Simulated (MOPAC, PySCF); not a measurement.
[Mo(F)(NH2)5], neutral singlet in the gas phase. 

Cartesian coordinates (Å):
```xyz
17

Mo     0.0868     0.0921     0.0392
F      0.5380     1.4176     1.3679
N      1.5157    -1.1126     0.7724
H      1.3752    -1.6801     1.6160
H      2.4985    -0.8283     0.7047
N     -1.5997     1.1389     0.1515
H     -2.4512     0.9575    -0.3904
H     -1.7945     1.7098     0.9828
N      1.4877     1.0074    -1.0240
H      1.9745     0.6786    -1.8631
H      1.9460     1.8302    -0.6129
N     -0.3942    -0.5332    -1.7785
H     -0.9826    -1.3468    -1.9773
H     -0.1437    -0.0298    -2.6353
N     -0.9793    -1.4576     0.6803
H     -2.0049    -1.4575     0.6991
H     -0.6199    -2.4202     0.6594
```
Charge 0, multiplicity 1.

All levels are single points at this geometry (BP86-D3(BJ)/def2-SVP); Pople sets use spherical d functions. Orbital energies aren't observables, and empty levels follow the basis.

| level | HOMO (eV) | LUMO (eV) | gap (eV) | dipole (D) | vertical IE, Delta-SCF (eV) |
|---|---|---|---|---|---|
| PBE-D3(BJ)/def2-TZVP in PySCF | -5.21 | -2.96 | 2.25 | 2.95 | – |
| TPSSh-D3(BJ)/def2-TZVP in PySCF | -5.76 | -2.68 | 3.08 | 3.05 | – |
| PBE/6-31G* (LANL2DZ on Mo) in PySCF | -4.74 | -2.62 | 2.12 | 2.92 | – |
| AM1 in MOPAC | -9.24 | -0.55 | 8.70 | 2.49 | – |
| PM6 in MOPAC | -7.84 | 1.65 | 9.49 | 3.68 | – |
| PM7 in MOPAC | -8.45 | 1.15 | 9.60 | 4.15 | – |
